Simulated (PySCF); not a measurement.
Compounds:

A. `InChI=1S/C6H11N2P/c1-5(2)8-4-9-6(3)7-8/h4-5H,1-3H3`
B. `CC(=O)/C(F)=C/C(F)F`
C. `n1ncc(C)nc1`

Spectrum 1. 13C{1H} NMR (computed): δ 163.6 (C), 162.9 (CH), 157.8 (CH), 24.0 (CH3).

Spectrum 2. 13C{1H} NMR (computed): δ 197.1 (C), 166.5 (C), 117.0 (CH), 115.9 (CH), 29.1 (CH3).

Spectrum 3. 13C{1H} NMR (computed): δ 182.7 (C), 164.7 (CH), 60.2 (CH), 25.5 (CH3), 21.4 (CH3).

No solvent, one averaged value for each set of equivalent atoms, single conformer, no relativistic terms. Shieldings: GIAO PBE0/pcSseg-1; GFN2-xTB structure; spin–spin couplings from B3LYP/pcJ-1 (spin–dipole term left out of most H,H and C,H couplings); PySCF 2.14.0 with density-fitted response routines.

Shifts are taken against calculated references (same method and geometry level): 13C (σref 186.93) vs TMS. Splittings of carbon signals by F and P are missing where no couplings were computed. Shifts are as computed. Against solution values, carbons near 30 ppm lie about +3 ppm off and those near 130 ppm about +5 ppm. Of 1211 compounds with measured shifts, 218 miss one by over three times the rms of a fit or turn the order of signals round; such compounds aren't used in these exercises.

Match each spectrum to its structure.

Answers

1–C, 2–B, 3–A.

- Spectrum 1 (C): 4 13C signals; δC 157.8 is an aromatic CH next to a ring nitrogen; δC 24.0 is a methyl carbon on an aromatic ring.
- Spectrum 2 (B): 5 13C signals; δC 197.1 is a ketone carbonyl carbon; δC 115.9 is an allylic sp3 CH bonded to 2 F.
- Spectrum 3 (A): 5 13C signals; δC 164.7 is an aromatic CH next to a ring nitrogen; δC 60.2 is an sp3 CH bonded to N.
